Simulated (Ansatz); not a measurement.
Input for Ansatz (an electronic-structure program): R-CCSD(T)/cc-pVDZ on C3H9B (SMILES BC(C)C), a point of a torsion scan.

Ansatz 0.2 input:
```yaml
crystal:
  periodic: [false, false, false]
  atoms:
    - {symbol: B, position_ang: [-0.34377530, 1.57170275, 0.25483035]}
    - {symbol: C, position_ang: [0.12774390, 0.06605409, 0.31355365]}
    - {symbol: C, position_ang: [1.47564142, -0.15489827, 1.00627311]}
    - {symbol: C, position_ang: [-0.97122495, -0.70167561, 1.07687623]}
    - {symbol: H, position_ang: [-1.01095256, 1.94491065, -0.62971152]}
    - {symbol: H, position_ang: [-0.06267277, 2.30833473, 1.11783542]}
    - {symbol: H, position_ang: [0.18925309, -0.38267753, -0.68426285]}
    - {symbol: H, position_ang: [1.71983874, -1.21582525, 1.04771156]}
    - {symbol: H, position_ang: [1.45159779, 0.23073707, 2.02300424]}
    - {symbol: H, position_ang: [2.26917136, 0.35704585, 0.46624813]}
    - {symbol: H, position_ang: [-1.07237725, -0.31581939, 2.08911397]}
    - {symbol: H, position_ang: [-0.71583273, -1.75838331, 1.13625685]}
    - {symbol: H, position_ang: [-1.93155451, -0.60559904, 0.57523696]}
basis:
  gaussian:
    orbitals: cc-pVDZ
magnetization: {spin_polarized: false}
correlation: {method: ccsd_t, electrons: outside_noble_gas}
scf: {lower_state_search: off}
```

It printed:

```
WARN ansatz: RAYON_NUM_THREADS=1 ignored (pool sized by the plan → 1); use --threads N
Functional definition: HF
these checks for a lower state are left out or cut short: stability, starts, cluster_reference, orbital_swaps, neighbouring_geometries, increment
integrals: 0.12 GiB planned
910 factors; integrals over basis functions are off by at most 1.3e-3 eV
mean field: 0.20 GiB planned
mean field evaluation 1: about -3902.5860 eV, gradient 2.9e1 eV
mean field evaluation 2: about -3902.5866 eV, gradient 2.9e1 eV
mean field evaluation 4: about -3905.1469 eV, gradient 3.4e0 eV
mean field evaluation 8: about -3905.1856 eV, gradient 2.9e-2 eV
mean field -3905.18560008 eV, -143.5129237730 hartree, gradient 7.7e-7 eV, S^2 0.000000; 0 other end points of the search recorded, 0 dependent functions left out
4 core orbitals not correlated
reference -3905.18560008 eV, -143.5129237730 hartree; 12, 12 occupied and 85, 85 virtual orbitals, 910 factors
second order -14.18528171 eV of doubles, -0.00000000 eV of singles
coupled cluster: 0.41 GiB planned
cycle   1  -15.36566947 eV  change    -1.2e0 eV  update   7.8e-2
cycle   2  -15.81656354 eV  change   -4.5e-1 eV  update   2.3e-2
cycle   3  -15.86098410 eV  change   -4.4e-2 eV  update   7.2e-3
cycle   4  -15.86128320 eV  change   -3.0e-4 eV  update   2.2e-3
cycle   5  -15.86159541 eV  change   -3.1e-4 eV  update   8.6e-4
cycle   6  -15.86153108 eV  change    6.4e-5 eV  update   3.2e-4
cycle   7  -15.86143867 eV  change    9.2e-5 eV  update   1.2e-4
cycle   8  -15.86143091 eV  change    7.8e-6 eV  update   4.7e-5
cycle   9  -15.86142019 eV  change    1.1e-5 eV  update   1.6e-5
perturbative correction -0.44028478 eV, -0.0161801672 hartree
Total energy: -3921.48730505 eV, -144.1120003810 hartree
Checks for a lower state left out: stability, starts, cluster_reference, orbital_swaps, neighbouring_geometries, increment
```

The calculation finished and met its thresholds.

Cost: very roughly 6 core-seconds.
